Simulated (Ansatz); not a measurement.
Input for Ansatz (a quantum-chemistry and plane-wave program): R-B3LYP-D3(BJ)/def2-TZVP on GeH2S (SMILES [SH][GeH]).

Ansatz 0.2 input:
```yaml
crystal:
  periodic: [false, false, false]
  atoms:
    - {symbol: Ge, position_ang: [0.24843690, -0.73083763, 0.83447586]}
    - {symbol: H, position_ang: [0.73348224, -1.74764012, -0.35604940]}
    - {symbol: S, position_ang: [-0.27989569, 0.81260646, -0.69636620]}
    - {symbol: H, position_ang: [-0.74541425, 1.71619526, 0.17590661]}
basis:
  gaussian:
    orbitals: def2-TZVP
hamiltonian:
  xc: b3lyp
  dispersion: d3bj
relax: {f_tol: 0.003, max_steps: 120}
```

Output:

```
WARN ansatz: RAYON_NUM_THREADS=1 ignored (pool sized by the plan → 1); use --threads N
Functional definition: B3LYP
integrals: 0.03 GiB planned
748 factors; their error is unknown
mean field: 0.28 GiB planned
mean field evaluation 1: about -67387.1162 eV, gradient 2.3e1 eV
mean field evaluation 2: about -67384.7316 eV, gradient 3.8e1 eV
mean field evaluation 4: about -67388.2531 eV, gradient 1.3e0 eV
mean field evaluation 8: about -67388.4934 eV, gradient 4.0e-2 eV
mean field -67388.49344122 eV, -2476.4814564035 hartree, gradient 1.6e-5 eV, S^2 0.000000; 0 other end points of the search recorded, 0 dependent functions left out
the calculation of the forces begins
reference -67388.49363603 eV, -2476.4814635627 hartree; 25, 25 occupied and 72, 72 virtual orbitals, 748 factors
relax step   1: F+E_penalty+E_count = -67388.64450272 eV  Δ(F+E_penalty+E_count) = +0.000e0 eV  max|allowed force component| = 3.279e-1 eV/Å  Δτ_max = 0.0000 Å  (25 SCF iters, accepted)
these checks for a lower state are left out or cut short: starts, cluster_reference, orbital_swaps, neighbouring_geometries, increment
integrals: 0.03 GiB planned
748 factors; their error is unknown
mean field: 0.28 GiB planned
mean field evaluation 16: about -67388.2501 eV, gradient 2.4e0 eV
mean field -67388.50180446 eV, -2476.4817637467 hartree, gradient 2.5e-5 eV, S^2 0.000000; 0 other end points of the search recorded, 0 dependent functions left out
the calculation of the forces begins
reference -67388.50199917 eV, -2476.4817709023 hartree; 25, 25 occupied and 72, 72 virtual orbitals, 748 factors
relax step   2: F+E_penalty+E_count = -67388.65301037 eV  Δ(F+E_penalty+E_count) = -8.508e-3 eV  max|allowed force component| = 6.957e-2 eV/Å  Δτ_max = 0.0498 Å  (27 SCF iters, accepted)
these checks for a lower state are left out or cut short: starts, cluster_reference, orbital_swaps, neighbouring_geometries, increment
integrals: 0.03 GiB planned
748 factors; their error is unknown
mean field: 0.28 GiB planned
mean field -67388.50439673 eV, -2476.4818590109 hartree, gradient 2.3e-5 eV, S^2 0.000000; 0 other end points of the search recorded, 0 dependent functions left out
the calculation of the forces begins
reference -67388.50459138 eV, -2476.4818661644 hartree; 25, 25 occupied and 72, 72 virtual orbitals, 748 factors
relax step   3: F+E_penalty+E_count = -67388.65548846 eV  Δ(F+E_penalty+E_count) = -2.478e-3 eV  max|allowed force component| = 5.451e-2 eV/Å  Δτ_max = 0.0189 Å  (27 SCF iters, accepted)
these checks for a lower state are left out or cut short: starts, cluster_reference, orbital_swaps, neighbouring_geometries, increment
integrals: 0.03 GiB planned
748 factors; their error is unknown
mean field: 0.28 GiB planned
mean field evaluation 32: about -67388.5049 eV, gradient 1.1e-1 eV
mean field -67388.50486784 eV, -2476.4818763238 hartree, gradient 2.1e-5 eV, S^2 0.000000; 0 other end points of the search recorded, 0 dependent functions left out
the calculation of the forces begins
reference -67388.50506247 eV, -2476.4818834765 hartree; 25, 25 occupied and 72, 72 virtual orbitals, 748 factors
relax step   4: F+E_penalty+E_count = -67388.65596836 eV  Δ(F+E_penalty+E_count) = -4.799e-4 eV  max|allowed force component| = 1.226e-2 eV/Å  Δτ_max = 0.0094 Å  (27 SCF iters, accepted)
these checks for a lower state are left out or cut short: starts, cluster_reference, orbital_swaps, neighbouring_geometries, increment
integrals: 0.03 GiB planned
748 factors; their error is unknown
mean field: 0.28 GiB planned
mean field -67388.50486268 eV, -2476.4818761342 hartree, gradient 5.8e-5 eV, S^2 0.000000; 0 other end points of the search recorded, 0 dependent functions left out
the calculation of the forces begins
reference -67388.50505729 eV, -2476.4818832860 hartree; 25, 25 occupied and 72, 72 virtual orbitals, 748 factors
relax step   5: F+E_penalty+E_count = -67388.65597279 eV  Δ(F+E_penalty+E_count) = -4.428e-6 eV  max|allowed force component| = 5.485e-3 eV/Å  Δτ_max = 0.0010 Å  (19 SCF iters, accepted)
these checks for a lower state are left out or cut short: starts, cluster_reference, orbital_swaps, neighbouring_geometries, increment
integrals: 0.03 GiB planned
748 factors; their error is unknown
mean field: 0.28 GiB planned
mean field -67388.50487015 eV, -2476.4818764088 hartree, gradient 1.6e-5 eV, S^2 0.000000; 0 other end points of the search recorded, 0 dependent functions left out
the calculation of the forces begins
reference -67388.50506477 eV, -2476.4818835609 hartree; 25, 25 occupied and 72, 72 virtual orbitals, 748 factors
relax step   6: F+E_penalty+E_count = -67388.65597434 eV  Δ(F+E_penalty+E_count) = -1.544e-6 eV  max|allowed force component| = 7.392e-5 eV/Å  Δτ_max = 0.0004 Å  (19 SCF iters, accepted)
integrals: 0.03 GiB planned
748 factors; their error is unknown
mean field: 0.28 GiB planned
mean field -67388.50487015 eV, -2476.4818764088 hartree, gradient 1.6e-5 eV, S^2 0.000000; 1 other end points of the search recorded, 0 dependent functions left out
the calculation of the forces begins
reference -67388.50506477 eV, -2476.4818835609 hartree; 25, 25 occupied and 72, 72 virtual orbitals, 748 factors
Total energy: -67388.65616896 eV, -2476.4874365374 hartree
Atom 0 at     0.246000    -0.750927     0.831412 Å, force     0.000009    -0.000003    -0.000043 eV/Å
Atom 1 at     0.730857    -1.713983    -0.349973 Å, force     0.000001    -0.000014     0.000004 eV/Å
Atom 2 at    -0.286354     0.793731    -0.694507 Å, force     0.000026    -0.000056     0.000043 eV/Å
Atom 3 at    -0.733894     1.721502     0.171036 Å, force    -0.000036     0.000074    -0.000004 eV/Å
Dipole moment:    -0.026614     0.023858     0.232893 e Å
```

Self-consistency was reached.

Cost: around 9 core-seconds (rough).
